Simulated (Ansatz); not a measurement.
Energy profile

The step: SiF₂ + H₂ → SiH₂F₂ ([F][SiH2][F]); bonds formed: Si1–H4, Si1–H5; bonds broken: H4–H5 (atoms numbered as in the saddle structure below).

```xyz
5
angstrom
Si 0.1659 0.1224 -0.4800
F 0.7437 1.4439 0.1896
F 1.2377 -1.0341 -0.2732
H -1.2710 -0.1973 -0.2983
H -0.8762 -0.3350 0.8618
```

Electronic energies by CCSD(T) at an estimated basis limit (MP2 extrapolated from triple and quadruple zeta, plus CCSD(T) − MP2 in triple zeta), on PBE0-D4/def2-TZVP structures; SiH₂F₂, singlet; no counterpoise correction. Ansatz 0.2.0; basis: def2-TZVPP and def2-QZVPP; cores frozen in the correlated methods. Extrapolation: Hartree–Fock as exp(−7.88 √X), correlation as X^−2.97.

Question: Give the profile in kcal/mol, counted from the separated reactants. (To be estimated.)

Answer: By the calculation:
| point | kcal/mol |
| --- | --- |
| separated: SiF₂ (linked as [F][Si][F]; Si1, F2, F3; singlet) + H₂ (H4, H5; singlet) | 0.00 |
| start structure | -0.48 |
| saddle | 49.26 |
| end structure | -38.66 |

No T1 diagnostic of these runs exceeds 0.016. The restricted Hartree–Fock reference is unstable towards an unrestricted one at one or more of these structures. A large double-excitation amplitude points to some diradical character; no triplet was computed. The start structure is not quite a true minimum (one mode of 61i cm⁻¹).

Losses and insertions of silylenes and their heavier kin drive the gas-phase chemistry of silicon and germanium vapour deposition.

For scale, one of the runs: CCSD(T)/def2-TZVPP, 132 basis functions, launched by `ansatz run in.yaml --threads 2 --pin off --events-out ev --progress --plain --max-ram 4352MiB`. Time: 7.5 s of wall clock on 2 CPU threads of an Intel Xeon Platinum 8375C; the host was shared. Peak host memory: 0.7 GiB.
